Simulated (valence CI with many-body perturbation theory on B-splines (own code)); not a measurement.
# E1 line list for Tm LXIII

Level of theory: valence CI with perturbative core correlation (CI+MBPT): five valence electrons over a frozen Dirac-Fock core [He], a basis of 9 s, 9 p, 8 d, 6 f, 3 g, 1 h functions for each j, with the one-electron correlation potential Σ1 (screened to all orders), the two-electron term Σ2, the three-electron term Σ3, Breit, model QED; selected single and double excitations, second order for the rest (own B-spline code, finite nucleus).

No measured spectrum was set against this ion. As an estimate, large intervals hold to a few tenths of a per cent, small ones and those within an open d or f shell to about a per cent. Among the levels kept, up to 1100 cm⁻¹ of a level comes from second order outside the variational space, and about a tenth of that is noise between levels of different J, which matters for small intervals.

Lines 101 to 150 of 256 in falling wavelength, among levels below 76753 × 10³ cm⁻¹, chosen from the strongest by gf and those to the six lowest levels. Wavelengths and rates use the calculated energies. Electric multipoles are in the length gauge, E1 and E2 with the static RPA response of the core. Weak lines are less certain than strong ones. Lines between different terms over intervals too small for the method are left out, as are lines whose strength nearly cancels. The highest levels of a list are the least certain.

Levels are named by their leading jj configuration (3d3/2^4 stands for four electrons in 3d with j = 3/2), which in mixed levels can hold well under half, so a name can repeat and another be missing. Letters in brackets count levels of one name in rising energy.

| λ vac (Å) | Upper | Lower | A (s⁻¹) | S (a.u.) |
| --- | --- | --- | --- | --- |
| 9.022 | (2s 2p1/2 2p3/2^3) J=3/2 [b] | (2s^2 2p1/2 2p3/2^2) J=1/2 | 3.05e+12 | 4.42e-03 |
| 9.022 | (2s 2p1/2^2 2p3/2 3p1/2) J=1/2 | (2s^2 2p1/2^2 3p1/2) J=1/2 | 6.66e+12 | 4.83e-03 |
| 9.016 | (2s 2p1/2^2 2p3/2 3d3/2) J=5/2 [b] | (2s^2 2p1/2^2 3d3/2) J=3/2 | 5.53e+12 | 1.20e-02 |
| 9.011 | (2s 2p1/2^2 2p3/2 3p1/2) J=3/2 [b] | (2s^2 2p1/2^2 3p1/2) J=1/2 | 6.31e+12 | 9.12e-03 |
| 9.002 | (2s 2p1/2 2p3/2^3) J=5/2 | (2s^2 2p1/2 2p3/2^2) J=3/2 | 2.97e+11 | 6.41e-04 |
| 8.996 | (2p1/2^2 2p3/2^3) J=3/2 | (2s 2p1/2^2 2p3/2^2) J=3/2 | 9.86e+12 | 1.42e-02 |
| 8.987 | (2p1/2^2 2p3/2^3) J=3/2 | (2s 2p1/2^2 2p3/2^2) J=1/2 | 2.25e+12 | 3.23e-03 |
| 8.981 | (2s 2p3/2^4) J=1/2 | (2s^2 2p3/2^3) J=3/2 | 1.09e+13 | 7.77e-03 |
| 8.977 | (2s 2p1/2^2 2p3/2 3s) J=3/2 [b] | (2s^2 2p1/2^2 3s) J=1/2 | 5.82e+12 | 8.32e-03 |
| 8.975 | (2p1/2 2p3/2^4) J=1/2 | (2s 2p1/2 2p3/2^3) J=1/2 | 6.37e+12 | 4.55e-03 |
| 8.966 | (2s 2p1/2^2 2p3/2 3d3/2) J=1/2 [b] | (2s^2 2p1/2^2 3d3/2) J=3/2 | 6.63e+12 | 4.71e-03 |
| 8.962 | (2s 2p1/2^2 2p3/2 3p3/2) J=3/2 [b] | (2s^2 2p1/2^2 3p3/2) J=3/2 | 6.40e+12 | 9.09e-03 |
| 8.933 | (2s 2p1/2^2 2p3/2 3p3/2) J=1/2 [b] | (2s^2 2p1/2^2 3p3/2) J=3/2 | 6.30e+12 | 4.43e-03 |
| 8.801 | (2s 2p1/2^2 2p3/2^2) J=1/2 | (2s^2 2p1/2^2 2p3/2) J=3/2 | 5.69e+12 | 3.83e-03 |
| 8.792 | (2s 2p1/2^2 2p3/2^2) J=3/2 | (2s^2 2p1/2^2 2p3/2) J=3/2 | 1.04e+13 | 1.40e-02 |
| 8.725 | (2s 2p1/2 2p3/2^3) J=3/2 [b] | (2s^2 2p1/2 2p3/2^2) J=5/2 | 9.34e+12 | 1.22e-02 |
| 8.642 | (2s 2p1/2 2p3/2^3) J=1/2 | (2s^2 2p1/2 2p3/2^2) J=3/2 | 9.42e+12 | 6.00e-03 |
| 8.588 | (2s 2p1/2 2p3/2^3) J=3/2 [b] | (2s^2 2p1/2 2p3/2^2) J=3/2 | 3.77e+11 | 4.72e-04 |
| 8.400 | (2p1/2^2 2p3/2^3) J=3/2 | (2s 2p1/2^2 2p3/2^2) J=5/2 | 2.89e+12 | 3.38e-03 |
| 5.300 | (2s 2p1/2 2p3/2^3) J=3/2 [a] | (2s^2 2p1/2^2 2p3/2) J=3/2 | 1.80e+10 | 5.27e-06 |
| 5.211 | (2s 2p1/2 2p3/2^3) J=5/2 | (2s^2 2p1/2^2 2p3/2) J=3/2 | 1.59e+09 | 6.67e-07 |
| 5.089 | (2s 2p1/2 2p3/2^3) J=1/2 | (2s^2 2p1/2^2 2p3/2) J=3/2 | 7.14e+10 | 9.28e-06 |
| 5.070 | (2s 2p1/2 2p3/2^3) J=3/2 [b] | (2s^2 2p1/2^2 2p3/2) J=3/2 | 4.22e+10 | 1.09e-05 |
| 5.053 | (2s 2p3/2^4) J=1/2 | (2s^2 2p1/2 2p3/2^2) J=3/2 | 9.68e+10 | 1.23e-05 |
| 1.960 | (2s^2 2p1/2^2 3p1/2) J=1/2 | (2s 2p1/2^2 2p3/2^2) J=1/2 | 9.66e+10 | 7.19e-07 |
| 1.888 | (2s^2 2p1/2^2 3s) J=1/2 | (2s^2 2p1/2 2p3/2^2) J=1/2 | 2.63e+10 | 1.75e-07 |
| 1.869 | (2s^2 2p1/2^2 3p3/2) J=3/2 | (2s 2p1/2^2 2p3/2^2) J=1/2 | 2.64e+10 | 3.39e-07 |
| 1.842 | (2s^2 2p1/2^2 3p3/2) J=3/2 | (2s 2p1/2^2 2p3/2^2) J=5/2 | 1.30e+11 | 1.60e-06 |
| 1.757 | (2s^2 2p1/2^2 3d3/2) J=3/2 | (2s^2 2p1/2 2p3/2^2) J=1/2 | 5.34e+10 | 5.72e-07 |
| 1.740 | (2s^2 2p1/2^2 3d3/2) J=3/2 | (2s^2 2p1/2 2p3/2^2) J=3/2 | 1.26e+11 | 1.31e-06 |
| 1.724 | (2s^2 2p1/2^2 3d5/2) J=5/2 | (2s^2 2p1/2 2p3/2^2) J=5/2 | 1.27e+10 | 1.93e-07 |
| 1.718 | (2s^2 2p1/2^2 3d5/2) J=5/2 | (2s^2 2p1/2 2p3/2^2) J=3/2 | 1.13e+10 | 1.69e-07 |
| 1.688 | (2s^2 2p1/2 2p3/2 3p1/2) J=3/2 [a] | (2s 2p1/2^2 2p3/2^2) J=1/2 | 4.19e+10 | 3.98e-07 |
| 1.677 | (2s^2 2p1/2 2p3/2 3p1/2) J=3/2 [b] | (2s 2p1/2^2 2p3/2^2) J=1/2 | 4.60e+11 | 4.28e-06 |
| 1.663 | (2s^2 2p1/2 2p3/2 3p1/2) J=5/2 | (2s 2p1/2^2 2p3/2^2) J=5/2 | 1.69e+11 | 2.31e-06 |
| 1.655 | (2s^2 2p1/2 2p3/2 3p1/2) J=3/2 [b] | (2s 2p1/2^2 2p3/2^2) J=5/2 | 5.64e+11 | 5.05e-06 |
| 1.644 | (2s 2p1/2^2 2p3/2 3s) J=3/2 [a] | (2s 2p1/2^2 2p3/2^2) J=1/2 | 5.20e+13 | 4.56e-04 |
| 1.635 | (2s^2 2p1/2 2p3/2 3s) J=3/2 [a] | (2s^2 2p1/2 2p3/2^2) J=1/2 | 5.80e+11 | 5.01e-06 |
| 1.633 | (2s^2 2p1/2 2p3/2 3s) J=1/2 | (2s^2 2p1/2 2p3/2^2) J=1/2 | 5.59e+13 | 2.41e-04 |
| 1.631 | (2s 2p1/2^2 2p3/2 3s) J=1/2 | (2s 2p1/2^2 2p3/2^2) J=3/2 | 1.17e+14 | 5.01e-04 |
| 1.631 | (2s 2p1/2^2 2p3/2 3s) J=1/2 | (2s 2p1/2^2 2p3/2^2) J=1/2 | 5.41e+13 | 2.32e-04 |
| 1.630 | (2s^2 2p1/2 2p3/2 3s) J=3/2 [b] | (2s^2 2p1/2 2p3/2^2) J=1/2 | 5.53e+13 | 4.72e-04 |
| 1.629 | (2s 2p1/2^2 2p3/2 3s) J=3/2 [b] | (2s 2p1/2^2 2p3/2^2) J=3/2 | 6.97e+13 | 5.95e-04 |
| 1.629 | (2s 2p1/2^2 2p3/2 3s) J=3/2 [b] | (2s 2p1/2^2 2p3/2^2) J=1/2 | 1.94e+10 | 1.65e-07 |
| 1.629 | (2s 2p1/2^2 2p3/2 3s) J=5/2 | (2s 2p1/2^2 2p3/2^2) J=5/2 | 7.35e+13 | 9.41e-04 |
| 1.625 | (2s^2 2p1/2 2p3/2 3s) J=3/2 [a] | (2s^2 2p1/2 2p3/2^2) J=5/2 | 1.60e+13 | 1.35e-04 |
| 1.623 | (2s 2p1/2^2 2p3/2 3s) J=3/2 [a] | (2s 2p1/2^2 2p3/2^2) J=5/2 | 1.21e+14 | 1.02e-03 |
| 1.623 | (2s^2 2p1/2^2 3s) J=1/2 | (2s^2 2p1/2^2 2p3/2) J=3/2 | 1.57e+14 | 6.63e-04 |
| 1.621 | (2s^2 2p1/2 2p3/2 3p3/2) J=1/2 [a] | (2s 2p1/2^2 2p3/2^2) J=1/2 | 6.29e+12 | 2.65e-05 |
| 1.621 | (2s^2 2p1/2 2p3/2 3s) J=5/2 | (2s^2 2p1/2 2p3/2^2) J=5/2 | 7.58e+13 | 9.56e-04 |
